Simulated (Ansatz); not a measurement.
This geometry of BrClH$_{2}$OZn (6 atoms, charge 0, multiplicity 1) is a first-order saddle point.

Theory: Ansatz, RKS PBE0-D4/def2-SVP.

```xyz
6
Properties=species:S:1:pos:R:3
Zn -0.271 -0.226 0.092
Cl 0.131 0.218 2.298
O 0.543 -0.298 -1.493
H -0.051 -0.544 -2.209
Br -2.625 -0.612 0.958
H -1.453 -0.178 2.033
```

(1) Which two structures does it join? (They come from a converged band through this point; their orientation in space is the band's.)

(2) How far does it lie above each of them?

## Answers

(1) Bonds broken: Br5–H6. Bonds formed: Cl2–H6.

First end point:

```xyz
6
Properties=species:S:1:pos:R:3
Zn 0.169 -0.097 0.187
Cl 0.399 0.272 2.289
O 0.481 -0.281 -1.549
H -0.291 -0.561 -2.052
Br -2.649 -0.669 0.834
H -1.834 -0.303 1.970
```

Last end point:

```xyz
6
Properties=species:S:1:pos:R:3
Zn -0.855 -0.398 -0.212
Cl 0.191 0.203 2.166
O 0.540 -0.233 -1.305
H 0.335 -0.438 -2.223
Br -2.903 -0.743 0.721
H -1.034 -0.029 2.531
```

(2) 0.124 eV above the first and 0.312 eV above the second. This is the barrier of this one path; another mechanism may lie lower. The orbitals stay closed-shell, which can raise the energy where a bond breaks towards radicals; this wasn't checked here.

Time of the run: 5.6 min on 2 threads of Arm Neoverse V1, on a shared host, peak memory 0.27 GiB.
